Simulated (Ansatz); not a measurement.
Results of the Gaussian-basis code of Ansatz.

Basis-set series for C4H10F3NZr (`CC(C)(C)[NH][Zr]([F])([F])[F]`). Charge 0, multiplicity 1. Zr: def2 effective core potential. Geometry: relaxed with PBE0-D4/def2-TZVP. It is one conformer, not always the lowest.

| functional | basis | functions | energy (Eh) | HOMO (eV) | LUMO (eV) |
| --- | --- | --- | --- | --- | --- |
| PBE0-D4 | def2-SVP | 193 | -559.16112 | -7.32 | -0.84 |
| PBE0-D4 | def2-TZVPP | 444 | -559.77354 | -7.38 | -0.90 |
| ωB97M-V | def2-SVP | 193 | -559.42171 | -9.60 | 0.90 |
| ωB97M-V | def2-TZVPP | 444 | -560.05569 | -9.68 | 0.67 |

**Question.** Give the rows for def2-QZVPP. (Estimate.)

**Answer.** The calculation gave: 
```tsv
functional	basis	functions	energy (Eh)	HOMO (eV)	LUMO (eV)
PBE0-D4	def2-QZVPP	837	-559.80489	-7.39	-0.89
ωB97M-V	def2-QZVPP	837	-560.08542	-9.69	0.52
```

Positive LUMOs are unbound and depend on the basis.
